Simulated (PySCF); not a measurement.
Fill in the blanks.

Species: C6H9NS.
Geometry (PBE0-D3(BJ)/def2-SVP, Å), atoms numbered from 1 in this order:
```
atom  x, y, z in Å
C1    -1.4165    1.3044    0.4142
C2    -0.7779   -0.0417    0.7053
S3    -2.0113   -1.3847    0.9173
C4     0.1309   -0.4880   -0.4125
C5     1.2229   -1.4700   -0.1672
C6     1.5750   -0.0269   -0.4532
C7     2.0870    0.8084    0.5986
N8     2.4860    1.4883    1.4480
H9    -0.6380    2.0748    0.2941
H10   -2.0754    1.6189    1.2365
H11   -2.0185    1.2595   -0.5060
H12   -0.1889    0.0206    1.6346
H13   -2.7222   -0.7817    1.8948
H14   -0.3556   -0.5260   -1.3936
H15    1.3611   -1.8167    0.8600
H16    1.4651   -2.2034   -0.9394
H17    1.9913    0.2067   -1.4376
```

```json
{"property": "point group", "level": "PBE0-D3(BJ)/def2-SVP", "value": "C1"}
{"property": "rotational constants A, B, C", "level": "PBE0-D3(BJ)/def2-SVP", "value": "2.858, 1.088, 0.923 GHz"}
{"property": "dipole moment", "level": "wB97X-D/def2-SVPD", "value": "2.92 D"}
{"property": "HOMO energy", "level": "wB97X-D/def2-SVPD", "value": "?"}
{"property": "LUMO energy", "level": "wB97X-D/def2-SVPD", "value": "?"}
{"property": "lowest singlet excitation", "level": "TDDFT wB97X-D/def2-SVPD", "value": "5.63 eV (220 nm, f = 0.002)"}
{"property": "strongest line among the 6 lowest singlet transitions", "level": "TDDFT wB97X-D/def2-SVPD", "value": "?"}
{"property": "static isotropic polarisability", "level": "wB97X-D/def2-SVPD", "value": "?"}
{"property": "electronic spatial extent ⟨r²⟩ about the centre of nuclear charge", "level": "wB97X-D/def2-SVPD", "value": "1294 bohr²"}
```

The electronic properties come from PySCF, for the isolated species, density fitting.

(1) The static isotropic polarisability?

(2) What is the strongest line among the 6 lowest singlet transitions?

(3) Give the HOMO energy.

(4) What is the LUMO energy?

Answers

(1) 93.3 au.

(2) S6 at 7.67 eV (162 nm, f = 0.056).

(3) -8.97 eV.

(4) 1.75 eV.

The polarisability is 13.83 Å³ as a volume (1 au = 0.148185 Å³), or 1.37 au for each of the 68 electrons. In atomic units the dipole is 1.15 e·bohr (1 au = 2.5417 D). The largest Löwdin shares of the HOMO are 0.75 on S3, 0.10 on C2 and 0.06 on H13. The 6 singlets span 5.63 to 7.67 eV, and their oscillator strengths add up to 0.12. With B = h/(8π²I), that is 505.379 GHz u Å² over I, the principal moments of inertia are 176.8, 464.4 and 547.7 u Å² (most abundant isotopes). The rotational constants make it an asymmetric top with κ = (2B − A − C)/(A − C) = -0.83, nearer the prolate limit (−1).

For the geometry optimisation (PBE0-D3(BJ)/def2-SVP), hardware: one thread, AMD EPYC 9R45 (x86_64) (shared host). Cost: 43 s of wall time, 0.68 GiB resident at most.

One conformer stands for the species.
